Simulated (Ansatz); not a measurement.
```yaml
crystal:
  periodic: [false, false, false]
  atoms:
    - {symbol: Cr, position_ang: [0.097874, -0.000451, 0.068383]}
    - {symbol: O, position_ang: [0.115170, -0.014464, 1.613109]}
    - {symbol: O, position_ang: [1.554388, 0.006690, -0.446583]}
    - {symbol: Cl, position_ang: [-0.886690, 1.753988, -0.601559]}
    - {symbol: Cl, position_ang: [-0.880742, -1.745764, -0.633350]}
basis:
  gaussian: {orbitals: def2-TZVP}
total_charge: -1
magnetization: {spin_polarized: true, initial_magnetization: 1}
hamiltonian: {xc: {name: PBE0}}
scf: {lower_state_search: full}
```

```sh
$ ansatz run in.yaml --threads 4 --pin off --events-out ev --progress --plain --max-ram 3916MiB
```

Shortened log:

```
Functional definition: PBE0
  name "PBE0"
  cite "Adamo & Barone, J. Chem. Phys. 110, 6158 (1999) doi:10.1063/1.478522"
  cite "Perdew, Burke & Ernzerhof, Phys. Rev. Lett. 77, 3865 (1996) doi:10.1103/PhysRevLett.77.3865"
  parent pbe
  parameter a = 0.25
  parameter kappa = 0.804
  parameter beta = 0.06672455060314922
  exchange = (1 - a)*pbe_x(kappa = kappa, mu = beta*pi^2/3) + a*exact_x
  correlation = pbe_c(beta = beta)
1327 factors; their error is unknown
mean field evaluation 1: about -57539.6855 eV, gradient 6.1e1 eV
mean field evaluation 2: about -57182.9189 eV, gradient 3.6e2 eV
mean field evaluation 4: about -57549.8932 eV, gradient 1.5e1 eV
mean field evaluation 8: about -57550.4615 eV, gradient 2.1e-1 eV
mean field evaluation 16: about -57550.6871 eV, gradient 9.8e-3 eV
mean field evaluation 32: about -57550.1766 eV, gradient 5.2e0 eV
mean field evaluation 64: about -57457.8783 eV, gradient 1.4e2 eV
mean field evaluation 96: about -57549.8751 eV, gradient 3.1e-4 eV
mean field evaluation 128: about -57550.2103 eV, gradient 5.0e0 eV
mean field evaluation 160: about -57550.4484 eV, gradient 8.2e-1 eV
mean field evaluation 192: about -57549.4528 eV, gradient 1.5e-1 eV
mean field evaluation 224: about -57550.6871 eV, gradient 2.5e-3 eV
mean field evaluation 256: about -57549.8751 eV, gradient 2.1e-3 eV
mean field -57550.68706254 eV, -2114.9487402916 hartree, gradient 3.7e-5 eV, S^2 0.769728; 10 other end points of the search recorded, 0 dependent functions left out
reference -57550.68710048 eV, -2114.9487416858 hartree; 38, 37 occupied and 143, 144 virtual orbitals, 1327 factors
Total energy: -57550.68710048 eV, -2114.9487416858 hartree
```

Run time 59 s (4 threads of Arm Neoverse N1 on a shared host), peak host memory 1.1 GiB.

The highest occupied level of an anion often lies above zero with these methods, and sets without diffuse functions describe the outer electron poorly.
